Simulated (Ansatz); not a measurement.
`BF` + `[OH][Al]([OH])[F]` → `B[O][Al]([OH])[F]` + H–F  (ligand exchange at a B–F bond)

Program: Ansatz. Geometries: PBE0-D4/def2-TZVP. ΔE: electronic, gas phase. CCSD(T)/CBS adds triple-zeta CCSD(T) − MP2 to the extrapolated MP2 energy (def2 sets, frozen cores). This one scheme is used for every species. Functionals use def2-TZVPP. Each species was taken in one conformer, which may not be the lowest.

`BF`:

```xyz
4

B    -0.021   -0.035    0.029
F     0.543    0.882   -0.729
H    -0.336    0.276    1.142
H    -0.186   -1.124   -0.442
```

`[OH][Al]([OH])[F]`:

Cartesian coordinates in Å:
```
O 1.589 -0.189 -0.132
Al -0.082 -0.130 0.029
O -0.851 1.355 -0.126
F -0.948 -1.499 0.331
H 2.089 -0.999 -0.056
H -1.797 1.461 -0.047
```

`B[O][Al]([OH])[F]`:

```xyz
8

B    -0.966   -0.740    1.526
O    -0.265   -0.368    0.452
Al    0.623    0.117   -0.870
O     0.580    1.726   -1.341
F     1.516   -0.995   -1.678
H    -0.452   -0.693    2.613
H    -2.101   -1.116    1.389
H     1.065    2.068   -2.090
```

H–F:

```xyz
2

F    -0.213   -0.117   -0.391
H     0.213    0.117    0.391
```

(1) Is it downhill or uphill in electronic energy at CCSD(T)/CBS, and by how much? (Estimate.)

(2) What do these levels give: LDA (SPW92), B97M-V, ωB97X-V, ωB97M-V, PBE0, r2SCANh? (Estimate.)

Largest T1 diagnostic among the species: 0.013.

Results:

(1) The calculation gave: Nearly level: ΔE = +1.9 kJ/mol.

(2) The calculation gave: LDA (SPW92) 3.7, B97M-V 6.8, ωB97X-V 8.0, ωB97M-V 7.0, PBE0 5.6, r2SCANh 6.5 kJ/mol.

From BLYP to BHLYP (50 % exact exchange), in def2-TZVPP and without D4, ΔE moves by −5.6 kJ/mol. The D4 term adds −4.0 kJ/mol with B3LYP and −2.3 kJ/mol with PBE0; it sums over pairs of atoms, weighted by their polarisabilities, and B3LYP, whose exchange is more repulsive, gets the larger term.

B3LYP here is the variant with VWN-RPA as its local correlation; programs differ in this.
